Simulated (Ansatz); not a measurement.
`C[Si](F)(F)[GeH3]` + `C=C(O)S` → `C[SiH](F)F` + `O/C(S)=[CH]\[GeH3]`  (formal exchange of groups at the Si–Ge bond)

Program: Ansatz. Geometries: PBE0-D4/def2-TZVP. ΔE: electronic, gas phase. CCSD(T)/CBS adds triple-zeta CCSD(T) − MP2 to the extrapolated MP2 energy (def2 sets, frozen cores). For Ge outer-core shells are correlated without core-valence functions, which leaves a few kJ/mol of doubt a bond. Scalar relativity is left out up to krypton. One conformer a species, not always the lowest.

```
         level  ΔE (kJ/mol)
MP2/def2-QZVPP         -2.0
 MP2/CBS(def2)         -0.7
```

(1) What does CCSD(T)/CBS give? (Best estimate.)

Largest T1 diagnostic among the species: 0.013.

## Answers

(1) The calculation gave: +7.6 kJ/mol. The listed levels differ from it by -9.6, -8.3 kJ/mol.

From PBE to PBE0 (25 % exact exchange), in def2-TZVPP and without D4, ΔE moves by −4.8 kJ/mol.
